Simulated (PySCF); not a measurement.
FH2NSn, SMILES [NH2][Sn][F] (connectivity only; charge and spin as stated), neutral, multiplicity 1.

Coordinates come from a PBE-D3(BJ)/def2-TZVP optimisation. The def2 effective core potentials stand for the cores of Sn; spin–orbit coupling is left out. One conformer was computed; it need not be the lowest.

All values below come from TDA-CAM-B3LYP/def2-SVPD run with PySCF 2.14.0.

Vertical excitations. The molecule is in vacuum. State labels are in the subgroup Cs.

### Question
List the lowest excited states. (Estimate from the structure and the level; the computed values follow.)

### Answer

| state | symmetry | energy (eV) | λ (nm) | f | main pairs |
|---|---|---|---|---|---|
| S1 | A" | 5.03 | 247 | 0.133 | HOMO−1→LUMO 96 % |
| S2 | A' | 5.26 | 236 | 0.070 | HOMO→LUMO 90 % |
| S3 | A" | 5.97 | 208 | 0.007 | HOMO→LUMO+1 97 % |
| S4 | A' | 6.63 | 187 | 0.273 | HOMO−1→LUMO+1 84 % |
| S5 | A" | 6.75 | 184 | 0.056 | HOMO→LUMO+2 76 %, HOMO→LUMO+3 14 % |
| S6 | A" | 6.95 | 178 | 0.043 | HOMO−2→LUMO 92 % |
| S7 | A' | 7.48 | 166 | 0.087 | HOMO−3→LUMO 74 % |
| S8 | A" | 7.52 | 165 | 0.001 | HOMO−4→LUMO 97 % |
| S9 | A' | 7.72 | 161 | 0.135 | HOMO−1→LUMO+2 82 % |
| S10 | A" | 7.74 | 160 | 0.006 | HOMO→LUMO+3 79 %, HOMO→LUMO+2 12 % |
| T1 | A" | 3.51 | 354 | 0 | HOMO−1→LUMO 98 % |
| T2 | A' | 3.76 | 330 | 0 | HOMO→LUMO 97 % |
| T3 | A' | 5.17 | 240 | 0 | HOMO−1→LUMO+1 95 % |
| T4 | A" | 5.75 | 216 | 0 | HOMO→LUMO+1 84 % |
Triplets are in the Tamm–Dancoff approximation.
